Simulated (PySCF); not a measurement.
C7H7, charge +1, multiplicity 1.

```xyz
14

C      2.3249    -0.0062     0.0000
C      0.8267     0.0114     0.0000
C      0.1123     0.0079     1.2067
C     -1.3130    -0.0012     1.2718
C     -1.6864    -0.0119     0.0000
C     -1.3130    -0.0012    -1.2718
C      0.1123     0.0079    -1.2067
H      2.6898    -1.0461     0.0000
H      2.7320     0.4900     0.8905
H      2.7320     0.4900    -0.8905
H      0.6215     0.0131     2.1771
H     -1.8895     0.0001     2.1988
H     -1.8895     0.0001    -2.1988
H      0.6215     0.0131    -2.1771
```
Charge +1, spin multiplicity 1.

Geometry: PBE0-D3(BJ)/def2-SVP. The spin state was assumed, not searched. The isomer is the one that the SMILES or the coordinates give; other isomers of the formula were not compared.

Calculation: HF/pcSseg-1 run with PySCF. Non-relativistic, no solvent.

Question: Give the absolute GIAO shielding of each atom: isotropic value and principal components (ppm). (An estimate is asked for; the answer gives what the named calculation found.)

Answer: 
```tsv
atom	σ(iso)	σ11	σ22	σ33	span
C1	172.4	161.2	163.4	192.5	31.3
C2	37.3	-70.6	-2.9	185.4	256.0
C3	48.3	-37.7	41.2	141.4	179.1
C4	95.4	51.7	89.7	144.6	92.9
C5	-187.5	-285.9	-250.0	-26.5	259.4
C6	95.4	51.7	89.7	144.6	92.9
C7	48.3	-37.7	41.2	141.4	179.1
H8	28.6	25.1	25.3	35.3	10.1
H9	28.8	23.3	27.9	35.2	12.0
H10	28.8	23.3	27.9	35.2	12.0
H11	23.8	18.8	25.6	26.9	8.1
H12	22.8	19.8	21.8	26.9	7.1
H13	22.8	19.8	21.8	26.9	7.1
H14	23.8	18.8	25.6	26.9	8.1
```
